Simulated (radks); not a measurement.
Task: Tl3.25+, 77.75 electrons, occupied as [Kr] 4d10 4f14 5s1.75 5p6 5d10 (fractional occupations, a model configuration). Method: Dirac Kohn-Sham, PBE, spin-unpolarised, spherical densities, point nucleus; computed with a radial shooting solver on a logarithmic mesh with Libxc functionals. Some entries of the table are withheld. Estimate them.

| orbital | occ. | eigenvalue (eV) | <r^2> (bohr^2) | <1/r> (bohr^-1) |
|---|---|---|---|---|
| 1s1/2 | 2 | (1) | 0.0003686 | 99.55 |
| 2s1/2 | 2 | -15242.88 | 0.005545 | 24.56 |
| 2p1/2 | 2 | -14630.50 | 0.003911 | 24.49 |
| 2p3/2 | 4 | -12564.44 | 0.005095 | 19.69 |
| 3s1/2 | 2 | -3664.276 | 0.03596 | 9.006 |
| 3p1/2 | 2 | -3388.727 | 0.03273 | 8.913 |
| 3p3/2 | 4 | -2929.397 | 0.03909 | 7.658 |
| 3d3/2 | 4 | -2475.903 | 0.02987 | 7.557 |
| 3d5/2 | 6 | -2377.837 | 0.03160 | 7.276 |
| 4s1/2 | 2 | -844.7366 | (2) | 3.819 |
| 4p1/2 | 2 | (3) | 0.1760 | (4) |
| 4p3/2 | 4 | (5) | 0.2077 | (6) |
| 4d3/2 | 4 | -421.1482 | 0.2170 | 3.075 |
| 4d5/2 | 6 | -400.3131 | 0.2280 | 2.976 |
| 5s1/2 | 1.75 | -164.7340 | 0.8611 | 1.574 |
| 4f5/2 | 6 | -150.8332 | 0.2589 | 2.626 |
| 4f7/2 | 8 | -146.2295 | 0.2661 | 2.588 |
| 5p1/2 | 2 | -124.8732 | 0.9944 | 1.450 |
| 5p3/2 | 4 | -104.5016 | 1.199 | 1.291 |
| 5d3/2 | 4 | -49.7700 | 1.951 | 1.007 |
| 5d5/2 | 6 | -47.3993 | 2.082 | 0.9710 |

Result: 
(1) 1s1/2 eigenvalue (eV): -85525.78
(2) 4s1/2 <r^2> (bohr^2): 0.1731
(3) 4p1/2 eigenvalue (eV): -726.1054
(4) 4p1/2 <1/r> (bohr^-1): 3.708
(5) 4p3/2 eigenvalue (eV): -614.4239
(6) 4p3/2 <1/r> (bohr^-1): 3.274
